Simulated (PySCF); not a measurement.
# Two-component Hartree-Fock for Bi⁺ (bismuth, charge +1)

Start: [Xe] 4f14 5d10 6s2 6p2; 6p1/2 filled at m_j = -1/2, +1/2. Calculated with PySCF 2.14 in x2c-QZVPPall-2c (16s16p12d7f1g, 182 functions): generalised Hartree-Fock with the X2C-1e Hamiltonian and a Gaussian nucleus; one run each with spin-orbit coupling (SO) switched off, then screened by Boettger's factors.

```
spinor shell  electrons  ε, spin-free (eV)  ε, screened SO (eV)  weight of nominal j (screened SO)  rms radius, screened SO (bohr)
       1s1/2          2           -91060.8             -91018.3                              1.000                          0.0178
       2s1/2          2           -16529.6             -16515.6                              1.000                          0.0718
       2p1/2          2           -14162.8             -15844.8                              1.000                          0.0606
       2p3/2          4           -14162.8             -13519.5                              1.000                          0.0691
       3s1/2          2            -4070.6              -4065.5                              1.000                           0.183
       3p1/2          2            -3384.2              -3763.3                              1.000                           0.175
       3p3/2          4            -3384.2              -3235.2                              1.000                           0.192
       3d3/2          4            -2680.8              -2745.3                              1.000                           0.168
       3d5/2          6            -2680.8              -2633.4                              1.000                           0.172
       4s1/2          2            -980.81              -978.60                              1.000                           0.400
       4p1/2          2            -752.06              -846.03                              1.000                           0.403
       4p3/2          4            -752.06              -713.92                              1.000                           0.438
       4d3/2          4            -484.21              -498.01                              1.000                           0.446
       4d5/2          6            -484.21              -472.66                              1.000                           0.457
       4f5/2          6            -188.00              -189.83                              1.000                           0.477
       5s1/2          2            -190.16              -188.94                              1.000                           0.890
       5p1/2          2            -123.37              -140.94                              1.000                           0.950
       5p3/2          4            -123.37              -115.18                              1.000                            1.04
       5d3/2          4            -44.074              -45.219                              1.000                            1.30
       5d5/2          6            -44.074              -41.697                              1.000                            1.33
       6s1/2          2            -25.950              -25.486                              1.000                            2.32
       6p1/2          2            -15.597              -16.036                              1.000                            2.82
```

**Question.** Where does 4f7/2 lie, and what is the 4f spin-orbit splitting (screened SO)?

**Answer.** At -184.07 eV, 5.761 eV above 4f5/2.

```json
{"quantity": "E (hartree)", "spin-free": "-21513.77021", "screened SO": "-21555.22588"}
{"quantity": "M_J", "spin-free": "0", "screened SO": "0"}
{"quantity": "⟨J²⟩", "spin-free": "2.009", "screened SO": "0.000"}
{"quantity": "⟨L²⟩", "spin-free": "2.005", "screened SO": "1.524"}
{"quantity": "⟨S²⟩", "spin-free": "2.004", "screened SO": "1.524"}
```

Breit and QED terms are absent; they matter most for the inner s and p1/2 levels.

Densities and radii are taken from the X2C orbitals without a picture-change correction, which distorts them close to the nucleus.

Without spin-orbit coupling the j labels of p, d and f shells carry no meaning; the spin-free column gives the mean over the occupied spinors of each nl shell.
